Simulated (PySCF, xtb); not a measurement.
B(CCH)(F)2 (C2HBF2), SMILES FB(C#C)F.

GFN2-xTB run with xtb at its own geometry gives an orbital gap of 4.90 eV and a dipole moment of 2.37 D.

Geometry: PBE0-D3(BJ)/def2-SVP.

Problem. What does PySCF with CAM-B3LYP/def2-TZVPD give? (Estimate from the structure and the level; the computed values follow.)

Solution. gap 9.82 eV (levels -10.27 and -0.45 eV), dipole 1.98 D.
